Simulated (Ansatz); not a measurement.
Tl, charge +2, doublet (a state made from the parent by changing its charge; the spin is typed, not shown lowest) (core potentials on Tl); PBE/def2-SV(P) run with Ansatz (a quantum-chemistry and plane-wave program).

The Ansatz input:
Ansatz 0.2 input:
```yaml
crystal:
  periodic: [false, false, false]
  atoms:
    - {symbol: Tl, position_ang: [0.00000000, 0.00000000, 0.00000000]}
basis:
  gaussian:
    orbitals: def2-SV_P_.json
hamiltonian:
  xc: pbe
total_charge: 2
magnetization: {spin_polarized: true, initial_magnetization: 1}
```
The basis file holds def2-SV(P) in the JSON format of the Basis Set Exchange.

Task: Predict the main parts of the log of this Ansatz run.

Result: 
```
Functional definition: PBE
292 factors; their error is unknown
mean field evaluation 1: about -4668.7173 eV, gradient 6.1e0 eV
mean field evaluation 2: about -4668.8347 eV, gradient 3.3e0 eV
mean field evaluation 4: about -4668.8747 eV, gradient 4.7e-2 eV
mean field evaluation 8: about -4668.8730 eV, gradient 4.4e-6 eV
mean field -4668.87299547 eV, -171.5779179077 hartree, gradient 4.4e-6 eV, S^2 0.750303; 0 other end points of the search recorded, 0 dependent functions left out
reference -4668.87302364 eV, -171.5779189430 hartree; 10, 9 occupied and 16, 17 virtual orbitals, 292 factors
Total energy: -4668.87302364 eV, -171.5779189430 hartree
```
